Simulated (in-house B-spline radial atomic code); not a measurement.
Ionising Ti15+ with different functionals

Computed with an all-electron radial atomic-structure program (B-spline basis): non-relativistic Hamiltonian, point nucleus, spin-polarised at highest spin, spherical fractional occupations for the functionals. The ionisation energy is the difference of two self-consistent energies, [He] 2s2 2p3 → [He] 2s2 2p2, without Breit or QED terms; ε is the level of the shell that loses the electron (its least bound occupied spin orbital).

Hybrids are left out here: with spherical fractional occupations of an open shell their exact exchange keeps a self-interaction that integer-occupation calculations don't have.

```csv
method,rung,ΔSCF (eV),-ε(2p) (eV)
LDA PW92,LDA,1044.42,1002.76
OLYP,GGA,1047.42,1005.95
revTPSS,meta-GGA,1045.49,1004.09
M06-L,meta-GGA,1049.78,1009.24
TPSS,meta-GGA,1046.20,1004.71
```

(1) How do they compare with the NIST value?

Results:

(1) NIST lists 1042.5 eV ± 0.8 (semi-empirical, ground level to ground level). Errors run from +1.92 to +7.28 eV; LDA PW92 is closest (+1.92 eV), but part of that can be cancellation, since the calculations leave out relativity, Breit-QED terms, multiplet and fine-structure energies.
